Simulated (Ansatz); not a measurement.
Cost and result for the atomization energy of C₂H₄AlFS (9 atoms, 9 bonds).

Cartesian coordinates in Å:
```
F -0.613 1.434 1.613
C -1.175 0.446 0.841
C -0.205 -0.153 -0.081
Al 1.588 -0.330 -0.868
S -0.560 -1.358 -1.140
H -1.583 -0.325 1.506
H -2.009 0.880 0.274
H 2.613 -1.253 -0.097
H 1.944 0.660 -2.048
```

Total charge 0; spin multiplicity 1. The bonds changed during the relaxation, so this is another structure than the one it started from. The structure was optimised at the PBE0-D4/def2-TZVP level. It is one conformer, not always the lowest. Program: Ansatz. All runs use 4 threads of an Arm Neoverse V1 on a shared host. Times are those of one run each, without the atoms' runs, and a repeat can differ threefold. Electronic energies, without spin–orbit coupling; frozen cores. CCSD(T)/CBS adds CCSD(T) − MP2 in def2-TZVPP to the MP2 limit, and its time is that of the two runs behind it. T1 = 0.017. B3LYP takes the VWN-RPA correlation (the form of Gaussian; ORCA's B3LYP/G).

CCSD(T)/CBS is a level of theory with its own doubt, some kJ/mol a heavy atom from the limit and from the frozen cores, so smaller differences don't rank the functionals.

| level | functions | wall time |
| --- | --- | --- |
| PBE-D4/def2-TZVPP (with forces) | 233 | 2.4 s |
| PBE0-D4/def2-TZVPP | 233 | 2.8 s |
| B3LYP-D4/def2-TZVPP (with forces) | 233 | 4.2 s |
| r2SCAN-D4/def2-TZVPP (with forces) | 233 | 4.7 s |
| B2PLYP/def2-TZVPP | 233 | 5.5 s |
| ωB97X-V/def2-TZVPP | 233 | 7.5 s |
| ωB97M-V/def2-TZVPP (with forces) | 233 | 11 s |
| MP2/def2-QZVPP | 431 | 18 s |
| CCSD(T)/def2-TZVPP | 233 | 91 s |
| CCSD(T)/CBS(def2) | – | 110 s |

Question: What atomization energy does each give, and how far from CCSD(T)/CBS? (An estimate is asked.)

Answer: Computed: 
```
                             level  atomization (kcal/mol)  difference from CCSD(T)/CBS  per bond
   PBE-D4/def2-TZVPP (with forces)                   762.8                         20.8       2.3
                PBE0-D4/def2-TZVPP                   744.9                          2.9       0.3
 B3LYP-D4/def2-TZVPP (with forces)                   739.4                         -2.6      -0.3
r2SCAN-D4/def2-TZVPP (with forces)                   748.2                          6.2       0.7
                 B2PLYP/def2-TZVPP                   732.0                        -10.0      -1.1
                ωB97X-V/def2-TZVPP                   745.4                          3.4       0.4
  ωB97M-V/def2-TZVPP (with forces)                   746.1                          4.1       0.5
                    MP2/def2-QZVPP                   749.6                          7.6       0.8
                CCSD(T)/def2-TZVPP                   720.6                        -21.4      -2.4
                 CCSD(T)/CBS(def2)                   742.0                          0.0       0.0
```

From PBE to PBE0 (25 % exact exchange), in def2-TZVPP and without D4, the atomization energy moves by −17.3 kcal/mol: exact exchange takes away binding that semilocal exchange gives to molecules. The D4 term adds +7.7 kcal/mol with B3LYP and +4.0 kcal/mol with PBE0; it sums over pairs of atoms, weighted by their polarisabilities, and B3LYP, whose exchange is more repulsive, gets the larger term. In def2-TZVPP, CCSD(T) changes the Hartree–Fock value by +195.1 kcal/mol (the triples alone add +15.0 kcal/mol) and MP2 by +211.5 kcal/mol; breaking electron pairs costs correlation energy, which Hartree–Fock lacks.
